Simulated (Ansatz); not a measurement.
Reaction (redistribution): `[NH2][Al]([OH])[Br]` + `CN[SiH](F)Br` → `[OH][Al]([Br])[Br]` + `CN[SiH](N)F`

Calculated with Ansatz (gas phase, PBE0-D4/def2-TZVP geometries, no zero-point term in ΔE). CBS: MP2 limit from def2 TZ/QZ plus the TZ coupled-cluster correction, frozen cores. Functionals use def2-TZVPP. B3LYP here is the variant with VWN-RPA as its local correlation; programs differ in this. For Br outer-core shells are correlated without core-valence functions, which leaves a few kJ/mol of doubt a bond. Scalar relativity is left out up to krypton. Each species was taken in one conformer, which may not be the lowest.

Task: Is it downhill or uphill in electronic energy at CCSD(T)/CBS, and by how much? (Estimate.)

Result: The calculation gave: Downhill: ΔE = -39.3 kJ/mol.

Task: What do these levels give: PBE0-D4, PBE0, B3LYP, HF/def2-TZVPP, MP2/def2-TZVPP, SCS-MP2/def2-QZVPP? (An estimate is asked.)

Result: Computed: PBE0-D4 -39.6, PBE0 -40.5, B3LYP -39.5, HF/def2-TZVPP -48.4, MP2/def2-TZVPP -39.4, SCS-MP2/def2-QZVPP -39.0 kJ/mol.

Largest T1 diagnostic among the species: 0.010.

In def2-TZVPP, CCSD(T) changes the Hartree–Fock value by +7.4 kJ/mol (the triples alone add +0.9 kJ/mol) and MP2 by +9.0 kJ/mol. From PBE to PBE0 (25 % exact exchange), in def2-TZVPP and without D4, ΔE moves by −3.5 kJ/mol.
